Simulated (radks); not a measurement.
Species: Al. Configuration: [Ne] 3s2 3d1 (not the ground configuration).

Calculated with a radial shooting solver on a logarithmic mesh with Libxc functionals: scalar-relativistic Kohn-Sham, LDA (Slater exchange, Perdew-Wang correlation), spin-polarised, spherical densities, finite nucleus; open shells are filled with parallel spins first; Fermi nuclear charge, rms radius 3.061 fm.

Energy parts (Ry):
part                       energy
total                  -483.24182
kinetic                 483.61825
electron-nucleus      -1153.95569
Hartree                 221.80884
exchange-correlation    -34.71321

Orbitals (lengths in bohr, moments of r in powers of bohr):
| orbital | occ. | eigenvalue (Ry) | <1/r> | <r^2> |
|---|---|---|---|---|
| 1s up | 1 | -110.8971 | 12.59 | 0.01960 |
| 1s down | 1 | -110.8973 | 12.59 | 0.01960 |
| 2s up | 1 | -8.22142 | 2.331 | 0.4744 |
| 2s down | 1 | -8.22136 | 2.332 | 0.4744 |
| 2p up | 3 | -5.44518 | 2.210 | 0.4643 |
| 2p down | 3 | -5.44512 | 2.210 | 0.4642 |
| 3s up | 1 | -0.81217 | 0.5617 | 6.759 |
| 3s down | 1 | -0.80373 | 0.5649 | 6.670 |
| 3d up | 1 | -0.05487 | 0.1582 | 78.19 |
| 3d down | 0 | -0.03441 | 0.1457 | 99.49 |

The highest occupied level is 3d up at -0.746 eV. The density falls to 0.001 e/bohr^3 at r = 4.20 bohr. Summed over all electrons, <r^2> = 95.39 bohr^2, which gives a Langevin (diamagnetic) susceptibility term of -75.6 x 10^-6 cm^3/mol. The spin density at the nucleus is -0.05018 e/bohr^3 (1s -0.00047, 2s -0.00289, 3s -0.04683).
